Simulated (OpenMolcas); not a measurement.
Ti²⁺.

```
Program             : OpenMolcas 26.06
Basis               : ANO-RCC-VTZP [6s5p3d2f1g]
Scalar Hamiltonian  : DKH2, point nucleus
Active space        : 2 electrons in 10 orbitals (3d 4d)
State averaging     : 2S+1 = 3 even, 10 roots; 2S+1 = 1 even, 15 roots
Spin-orbit coupling : RASSI with atomic mean-field integrals over the reference wave functions, term energies averaged over their components
```

Two sets of levels on these reference wave functions, in cm⁻¹ above 3d² ³F₂: one from CASSCF and one from XMS-CASPT2, IPEA 0.25 Eh, imaginary shift 0.1 Eh (closed shells correlated: 3s 3p).

```tsv
Level	Set 1	Set 2
3d² ³F₂	0.0	0.0
3d² ³F₃	194	195
3d² ³F₄	447	448
3d² ¹D₂	10890	8970
3d² ³P₀	13080	11160
3d² ³P₁	13150	11230
3d² ³P₂	13290	11360
3d² ¹G₄	16780	15080
3d² ¹S₀	39630	33830
```

**Question.** Which set is which?

**Answer.** Set 2 is XMS-CASPT2. Its levels of the other terms of 3d² lie at 0.82 to 0.90 of the other set's values, as expected, since terms of lower spin or lower L gain more correlation energy than the Hund ground term. Against 8 measured levels (Corliss and Sugar, J. Phys. Chem. Ref. Data 8, 1 (1979)) the mean absolute deviation is 560 cm-1 with it and 2500 cm-1 without; single levels miss by up to 1300 cm-1 with it.

Term energies are means over components that CASPT2 splits; among the terms shown or strongly mixed into the levels shown the widest spread is 930 cm-1 (3d² ³F, XMS-CASPT2). Active for correlation alone: 4d; no level in the range computed is led by a configuration that fills it, so any true level of that kind is missing. Without dynamic correlation excited terms often stand tens of per cent too high (terms of higher spin than the ground term too low), and those without a measured partner can miss by more than the paired ones (holds for CASSCF). Measured partners are found by configuration, term and J. A level has none where our copy of the source lacks it or the pairing is in doubt (some pairs that miss far off the trend of their configuration count as doubtful), and it then counts in no deviation. Levels of configurations outside the active space are missing.
